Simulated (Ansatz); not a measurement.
```yaml
crystal:
  periodic: [false, false, false]
  atoms:
    - {symbol: Cd, position_ang: [0.058082, -0.076187, -0.086315]}
    - {symbol: H, position_ang: [-0.162444, -0.065098, 1.707661]}
    - {symbol: H, position_ang: [0.112515, -0.021563, -1.687673]}
basis:
  gaussian: {orbitals: def2-TZVP}
total_charge: 1
magnetization: {spin_polarized: true, initial_magnetization: 1}
hamiltonian: {xc: {name: revPBE0}, dispersion: d3bjatm}
scf: {lower_state_search: off}
relax: {f_tol: 0.0001, max_steps: 2}
```

```sh
$ ansatz run in.yaml --threads 4 --pin off --events-out ev --progress --plain --max-ram 3916MiB
```

Shortened log:

```
Functional definition: revPBE0
525 factors; integrals over basis functions are off by at most 3.8e-4 eV
mean field evaluation 1: about -4586.8323 eV, gradient 9.8e0 eV
mean field evaluation 2: about -4586.4538 eV, gradient 1.4e1 eV
mean field evaluation 4: about -4587.4474 eV, gradient 6.6e-1 eV
mean field evaluation 8: about -4587.4756 eV, gradient 4.3e-2 eV
mean field evaluation 16: about -4587.4757 eV, gradient 3.0e-5 eV
mean field -4587.47565962 eV, -168.5866209882 hartree, gradient 6.2e-6 eV, S^2 0.781663; 0 other end points of the search recorded, 0 dependent functions left out
reference -4587.47569584 eV, -168.5866223195 hartree; 11, 10 occupied and 41, 42 virtual orbitals, 525 factors
relax step   1: F+E_penalty+E_count = -4587.52712538 eV  Δ(F+E_penalty+E_count) = +0.000e0 eV  max|allowed force component| = 1.585e0 eV/Å  Δτ_max = 0.0000 Å  (16 SCF iters, accepted)
525 factors; integrals over basis functions are off by at most 4.5e-4 eV
mean field -4587.58480204 eV, -168.5906318983 hartree, gradient 3.0e-6 eV, S^2 0.792342; 0 other end points of the search recorded, 0 dependent functions left out
reference -4587.58483866 eV, -168.5906332442 hartree; 11, 10 occupied and 41, 42 virtual orbitals, 525 factors
relax step   2: F+E_penalty+E_count = -4587.63628252 eV  Δ(F+E_penalty+E_count) = -1.092e-1 eV  max|allowed force component| = 3.087e-1 eV/Å  Δτ_max = 0.0993 Å  (22 SCF iters, accepted)
Error: geometry relaxation did not converge after 2 steps: max|allowed force component| = 3.09e-1 eV/Å (threshold 1.0e-4). Raise `relax.max_steps` over both its present limit and 2, loosen `relax.f_tol`, or start from a geometry closer to equilibrium. Where this run's directory can be resumed (`checkpoint.write`), a resume goes on for up to `relax.max_steps` more
```

(1) What is wrong with this run?

## Answers

(1) The relaxation is allowed too few steps for its threshold. The SCF steps converged, but the relaxation ran out of steps.
